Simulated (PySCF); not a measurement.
# MoCl2: breathing scan

Method: UPBE/[Mo def2-SVP with ECP28, Cl def2-SVP], scalar-relativistic core potentials, density fitting, no spin–orbit coupling, PySCF.

Rigid scan from the quintet minimum (Mo–Cl 2.280 Å (×2); Cl–Mo–Cl 132.5°). Coordinate: all bonds to the central atom scaled together. Energies in kJ/mol from the minimum.

```
scale of all bonds to the centre  E (kJ/mol)  dipole size (D)  ⟨S²⟩
                            0.88       169.7             0.66  6.01
                            0.92        65.0             1.05  6.01
                            0.96        14.0             1.44  6.02
                            1.00         0.0             1.81  6.02
                            1.04        10.9             2.16  6.03
                            1.08        38.5             2.48  6.04
                            1.14        98.6             2.92  6.06
                            1.22       194.1             3.39  6.13
                            1.35       344.5             3.83  6.37
```

Spin contamination is strong at 1.35, so these points are less reliable.

With open d or f shells other occupations or spin states may lie lower.

The scan took 18 s on 2 threads of a shared Arm Neoverse N1 host; the process peaked at 0.63 GiB.
